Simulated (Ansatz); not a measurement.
`[BH2][SnH]([OH])[F]` + CH₃NH₂ → `BNC` + `[OH][SnH2][F]`  (cleavage of the B–Sn bond)

Gas-phase electronic energies from Ansatz, PBE0-D4/def2-TZVP geometries. CCSD(T)/CBS is the MP2 limit (def2-TZVPP, def2-QZVPP) plus CCSD(T) − MP2 in def2-TZVPP, frozen cores. Functionals use def2-TZVPP. def2 core potentials past Kr. For Sn outer-core shells are correlated without core-valence functions, which leaves a few kJ/mol of doubt a bond. One conformer a species, not always the lowest.

CCSD(T)/CBS gives -161.2 kJ/mol.

Another level gave -169.1 kJ/mol. Which?
A. LDA (SPW92)/def2-TZVPP
B. revPBE/def2-TZVPP
C. CAM-B3LYP-D4/def2-TZVPP
D. PBE-D4/def2-TZVPP

D. PBE-D4 -169.1, revPBE -161.7, CAM-B3LYP-D4 -173.9, LDA (SPW92) -190.0 kJ/mol.

Largest T1 diagnostic among the species: 0.014.

In def2-TZVPP, CCSD(T) changes the Hartree–Fock value by −7.0 kJ/mol (the triples alone add −2.7 kJ/mol) and MP2 by −9.0 kJ/mol. Leaving LDA and LC-ωPBE aside and taking each functional with its dispersion term where it has one, the values, not all of them listed here, spread over 9.7 kJ/mol, from B97M-V to ωB97X-V. LDA lies −20.9 kJ/mol from PBE without D4. At CCSD(T), def2-SVP lies −23.6 kJ/mol from the extrapolated value and def2-TZVPP −3.6 kJ/mol.
